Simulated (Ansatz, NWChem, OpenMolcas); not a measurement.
# How methods differ on InNH2Cl (SMILES [NH2][In][Cl])

InNH2Cl has 5 atoms, charge 0, and is taken as a doublet. As SMILES, `[NH2][In][Cl]`. Geometry: relaxed at PBE0-D4/def2-TZVP. This is one conformer, not always the lowest.

Quantity: the vertical ionisation energy (to the singlet cation), in eV. The values are calculated.

| level | kind | program | value (eV) | less CCSD(T)/def2-SVP | CPU time (all runs) |
| --- | --- | --- | --- | --- | --- |
| UHF/def2-SVP (core potential) | Hartree–Fock | OpenMolcas | 8.24 | +0.29 | 9.1 s |
| USVWN5/def2-SVP (core potential) | LDA | OpenMolcas | 8.39 | +0.44 | 29 s |
| UBLYP/def2-SVP (core potential) | GGA | Ansatz | 8.06 | +0.11 | 12 s |
| UTPSS/def2-SVP (core potential) | meta-GGA | OpenMolcas | 8.23 | +0.28 | 60 s |
| UM06-2X/def2-SVP (core potential) | hybrid meta-GGA | NWChem | 8.50 | +0.55 | 81 s |
| UBHLYP/def2-SVP (core potential) | global hybrid | OpenMolcas | 8.51 | +0.56 | 36 s |
| UCAM-B3LYP/def2-SVP (core potential) | range-separated hybrid | Ansatz | 8.56 | +0.61 | 19 s |
| UB2PLYP/def2-SVP (core potential) | double hybrid | Ansatz | 8.19 | +0.24 | 22 s |
| ROCCSD(T)/def2-SVP (core potential) | coupled cluster or CI | OpenMolcas | 7.95 | 0.00 | 46 s |

Differences are taken from ROCCSD(T)/def2-SVP (core potential) for orientation; it has basis-set and higher-order errors of its own. Spin-orbit coupling is left out. The values span 7.95 to 8.56 eV. In the correlated wave-function rows the outer d shell of In is correlated, in sets not made for it. The second state's dipole differs much between rows, so they may not all be the same state. CPU times are rough (shared hosts, several kinds of processor and program).
